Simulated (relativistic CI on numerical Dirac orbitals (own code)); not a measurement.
**Forbidden lines of Re XXI**

Computed by Dirac-Coulomb-Breit CI, KLI orbitals optimised for each configuration, model QED, unscaled Slater integrals (own radial code, finite nucleus).

Configuration list (outside the closed core [Ar] 3d10 4d10): 4s²4p⁶4f⁹, 4s²4p⁶4f⁸5s, 4s²4p⁶4f⁷5s², 4s²4p⁶4f⁸6s, 4s²4p⁵4f¹⁰, 4s4p⁶4f¹⁰, 4p⁶4f¹¹. Levels of other configurations are missing.

```
λ vac (nm)                   Lower                   Upper  Type   A (s⁻¹)  log gf
    154.00   4s²4p⁶4f⁹ ⁶H°15/2 [1]  4s²4p⁶4f⁹ ⁴M°15/2 [24]    M1  1.27e+02   -6.14
    174.75   4s²4p⁶4f⁹ ⁶H°15/2 [1]  4s²4p⁶4f⁹ ⁴I°13/2 [19]    M1  9.20e+01   -6.23
    192.22   4s²4p⁶4f⁹ ⁶H°15/2 [1]  4s²4p⁶4f⁹ ⁴K°17/2 [16]    M1  2.64e+01   -6.58
    197.06   4s²4p⁶4f⁹ ⁶H°13/2 [2]  4s²4p⁶4f⁹ ⁴M°15/2 [24]    M1  2.27e+01   -6.67
    202.91   4s²4p⁶4f⁹ ⁶H°13/2 [2]  4s²4p⁶4f⁹ ⁴I°11/2 [23]    M1  1.30e+01   -7.02
    224.47   4s²4p⁶4f⁹ ⁶H°11/2 [3]  4s²4p⁶4f⁹ ⁴I°11/2 [23]    M1  1.83e+02   -5.78
    232.35   4s²4p⁶4f⁹ ⁶H°13/2 [2]  4s²4p⁶4f⁹ ⁴I°13/2 [19]    M1  2.12e+02   -5.62
    237.53   4s²4p⁶4f⁹ ⁶H°15/2 [1]  4s²4p⁶4f⁹ ⁴I°15/2 [13]    M1  4.09e+02   -5.26
    237.78    4s²4p⁶4f⁹ ⁶F°9/2 [4]  4s²4p⁶4f⁹ ⁴I°11/2 [23]    M1  9.40e+00   -7.02
    253.38    4s²4p⁶4f⁹ ⁶F°9/2 [4]   4s²4p⁶4f⁹ ⁴F°7/2 [21]    M1  2.72e+01   -6.68
    253.39   4s²4p⁶4f⁹ ⁶F°11/2 [5]  4s²4p⁶4f⁹ ⁴I°11/2 [23]    M1  6.55e+00   -7.12
    261.06   4s²4p⁶4f⁹ ⁶H°11/2 [3]  4s²4p⁶4f⁹ ⁴I°13/2 [19]    M1  2.96e+01   -6.37
    261.61   4s²4p⁶4f⁹ ⁶H°13/2 [2]  4s²4p⁶4f⁹ ⁴G°11/2 [17]    M1  6.63e+02   -5.09
    278.66    4s²4p⁶4f⁹ ⁶H°9/2 [6]  4s²4p⁶4f⁹ ⁴I°11/2 [23]    M1  5.82e+01   -6.09
    300.32    4s²4p⁶4f⁹ ⁶H°9/2 [6]   4s²4p⁶4f⁹ ⁴F°7/2 [21]    M1  1.14e+02   -5.91
    301.02   4s²4p⁶4f⁹ ⁶F°11/2 [5]  4s²4p⁶4f⁹ ⁴I°13/2 [19]    M1  2.22e+01   -6.37
    315.63    4s²4p⁶4f⁹ ⁶H°7/2 [7]   4s²4p⁶4f⁹ ⁴P°5/2 [22]    M1  1.99e+01   -6.75
    322.61    4s²4p⁶4f⁹ ⁶F°9/2 [4]  4s²4p⁶4f⁹ ⁴G°11/2 [17]    M1  2.53e+01   -6.32
    331.37    4s²4p⁶4f⁹ ⁶F°7/2 [8]   4s²4p⁶4f⁹ ⁴P°5/2 [22]    M1  1.77e+01   -6.76
    352.04   4s²4p⁶4f⁹ ⁶F°11/2 [5]  4s²4p⁶4f⁹ ⁴G°11/2 [17]    M1  2.80e+01   -6.20
    355.61    4s²4p⁶4f⁹ ⁶F°7/2 [8]   4s²4p⁶4f⁹ ⁴F°7/2 [21]    M1  8.75e+01   -5.88
    358.26   4s²4p⁶4f⁹ ⁶H°13/2 [2]  4s²4p⁶4f⁹ ⁴I°15/2 [13]    M1  2.57e+01   -6.10
    358.76    4s²4p⁶4f⁹ ⁶F°9/2 [4]   4s²4p⁶4f⁹ ⁴F°9/2 [14]    M1  2.38e+01   -6.34
    362.80    4s²4p⁶4f⁹ ⁶H°5/2 [9]   4s²4p⁶4f⁹ ⁴P°5/2 [22]    M1  5.85e+01   -6.16
    385.62   4s²4p⁶4f⁹ ⁶F°3/2 [10]   4s²4p⁶4f⁹ ⁴P°5/2 [22]    M1  1.46e+01   -6.71
    392.06    4s²4p⁶4f⁹ ⁶H°5/2 [9]   4s²4p⁶4f⁹ ⁴F°7/2 [21]    M1  4.24e+01   -6.11
    395.53   4s²4p⁶4f⁹ ⁶F°11/2 [5]   4s²4p⁶4f⁹ ⁴F°9/2 [14]    M1  4.15e+02   -5.01
    402.76    4s²4p⁶4f⁹ ⁶H°9/2 [6]  4s²4p⁶4f⁹ ⁴G°11/2 [17]    M1  5.19e+01   -5.82
    424.14    4s²4p⁶4f⁹ ⁶H°5/2 [9]   4s²4p⁶4f⁹ ⁶F°3/2 [20]    M1  1.59e+01   -6.77
    432.39   4s²4p⁶4f⁹ ⁶F°5/2 [11]   4s²4p⁶4f⁹ ⁴F°7/2 [21]    M1  1.73e+01   -6.41
    437.94  4s²4p⁶4f⁹ ⁴I°15/2 [13]  4s²4p⁶4f⁹ ⁴M°15/2 [24]    M1  2.73e+02   -4.90
    460.72    4s²4p⁶4f⁹ ⁶H°9/2 [6]   4s²4p⁶4f⁹ ⁴F°9/2 [14]    M1  4.57e+01   -5.84
    471.75   4s²4p⁶4f⁹ ⁶F°5/2 [11]   4s²4p⁶4f⁹ ⁶F°3/2 [20]    M1  2.38e+02   -5.50
    554.54    4s²4p⁶4f⁹ ⁶H°7/2 [7]   4s²4p⁶4f⁹ ⁴F°9/2 [14]    M1  5.82e+01   -5.57
    557.11   4s²4p⁶4f⁹ ⁶F°1/2 [12]   4s²4p⁶4f⁹ ⁶F°3/2 [20]    M1  5.17e+01   -6.02
    661.11  4s²4p⁶4f⁹ ⁴I°15/2 [13]  4s²4p⁶4f⁹ ⁴I°13/2 [19]    M1  8.59e+01   -5.10
    704.90   4s²4p⁶4f⁹ ⁶H°15/2 [1]   4s²4p⁶4f⁹ ⁶H°13/2 [2]    M1  1.36e+02   -4.85
    862.63   4s²4p⁶4f⁹ ⁴F°9/2 [14]   4s²4p⁶4f⁹ ⁴F°7/2 [21]    M1  4.43e+01   -5.40
    881.42    4s²4p⁶4f⁹ ⁶F°9/2 [4]    4s²4p⁶4f⁹ ⁶F°7/2 [8]    M1  1.25e+01   -5.93
    1007.6  4s²4p⁶4f⁹ ⁴I°15/2 [13]  4s²4p⁶4f⁹ ⁴K°17/2 [16]    M1  1.13e+01   -5.51
    1016.2    4s²4p⁶4f⁹ ⁶F°9/2 [4]    4s²4p⁶4f⁹ ⁶H°7/2 [7]    M1  5.28e+01   -5.18
    1018.4   4s²4p⁶4f⁹ ⁶H°13/2 [2]   4s²4p⁶4f⁹ ⁶F°11/2 [5]    M1  3.69e+01   -5.16
    1154.3   4s²4p⁶4f⁹ ⁶H°11/2 [3]    4s²4p⁶4f⁹ ⁶H°9/2 [6]    M1  4.68e+01   -5.03
    1931.6    4s²4p⁶4f⁹ ⁶H°9/2 [6]    4s²4p⁶4f⁹ ⁶F°7/2 [8]    M1  1.08e+01   -5.32
    2112.8   4s²4p⁶4f⁹ ⁶H°13/2 [2]   4s²4p⁶4f⁹ ⁶H°11/2 [3]    M1  4.02e+00   -5.49
```

Terms are leading LS components. Brackets give the number of a level in order of energy, since labels repeat. The list gives strong lines, with weight on those to low levels, among the lowest 200 of 2537 levels, so that lines to higher ones, which can be the strongest, are missing. Levels whose partners in the same complex of configurations lie outside the list can be far off, and so can their lines. Rates are taken at the computed energies, electric ones in the length gauge.

At this charge energies of transitions that change n are usually good to better than 1 %, and those within a shell (Δn = 0) to a few per cent. Terms inside the open d or f shell come out 10 to 20 % too wide with unscaled integrals.

LS names give the leading component of a level, which can be under half, so a name can repeat, a term be missing and a line seem to break the LS rules.
